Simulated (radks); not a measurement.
The platinum ion Pt2+, configuration [Xe] 4f14 5d8 (the NIST ground configuration). Calculated with a radial shooting solver on a logarithmic mesh with Libxc functionals: scalar-relativistic Kohn-Sham, LDA (Slater exchange, Perdew-Wang correlation), spin-polarised, spherical densities, finite nucleus; open shells are filled with parallel spins first (spin-orbit coupling, left out, can overturn this in heavy ions); Fermi nuclear charge, rms radius 5.427 fm.

X-ray form factor f0, the Fourier transform of the density (f0(0) = 76):

sin(theta)/lambda (1/angstrom),f0 (electrons)
0.05,75.232
0.1,73.081
0.15,69.936
0.2,66.252
0.25,62.411
0.3,58.667
0.4,51.919
0.5,46.273
0.6,41.536
0.8,33.893
1,27.893
1.25,22.307
1.5,18.588
2,14.524
